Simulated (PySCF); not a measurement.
**Distorted geometries of Nd2H6**

Nd2H6 (singlet in the valence; each metal's 4f electrons, 3 of them, lie in its core potential, out of spins and levels). PySCF 2.14.0, RKS r2SCAN, Nd lcecp-1-SVP with ECP49, H def2-SVP; non-relativistic Hamiltonian with scalar-relativistic core potentials where named; density fitting; no spin-orbit coupling. Relaxed geometry:

```xyz
8

Nd    0.0000    0.0000    1.8425
Nd    0.0000    0.0000   -1.8425
H     1.2697    0.0000    0.0000
H    -1.2697    0.0000    0.0000
H     0.0000    1.7321    2.9541
H     0.0000   -1.7321    2.9541
H     0.0000    1.7321   -2.9541
H     0.0000   -1.7321   -2.9541
```

Question: Order these distorted geometries by energy above the relaxed one, lowest first.
A.
```xyz
8

Nd   -0.0188   -0.0506    1.8304
Nd    0.0147    0.0000   -1.8513
H     1.3003    0.0095   -0.0449
H    -1.2895   -0.0160   -0.0234
H     0.0041    1.7734    2.9383
H    -0.0165   -1.7386    2.9944
H     0.0226    1.7604   -2.9367
H    -0.0169   -1.7380   -2.9068
```
B.
```xyz
8

Nd   -0.0423   -0.0396    1.8402
Nd   -0.0251    0.0120   -1.8073
H     1.2347    0.0321    0.0042
H    -1.2180    0.0778    0.1180
H    -0.1151    1.7157    2.9912
H     0.0199   -1.8061    2.9202
H     0.0785    1.7016   -3.0886
H     0.0674   -1.6936   -2.9780
```
C.
```xyz
8

Nd    0.3168   -0.2340    1.9870
Nd   -0.0256    0.1525   -1.7564
H     1.2272   -0.0499   -0.1617
H    -1.3086    0.0209    0.0480
H    -0.1302    1.9714    3.0248
H    -0.2058   -1.7523    2.7841
H     0.0678    1.5994   -3.0357
H     0.0585   -1.7080   -2.8901
```

Answer: A (0.04 eV), B (0.10 eV), C (1.37 eV).

Question: Which forces (eV/Å) act in the one that lies 0.10 eV up?

Answer: 
```
Nd   0.46  0.27  0.90
Nd   0.02  0.32 -0.59
H    0.06 -0.02  0.03
H   -0.43 -0.08 -0.70
H    0.02 -0.25 -0.14
H   -0.05  0.03 -0.07
H   -0.04 -0.29  0.38
H   -0.04  0.02  0.18
```
Forces carry noise of the integration grid, about 0.01 to 0.03 eV/Å.

No frequency check is given that shows the relaxed geometry to be a minimum. An lcecp potential fixes the number of 4f electrons, so in runs with it no electron can move into or out of that shell.
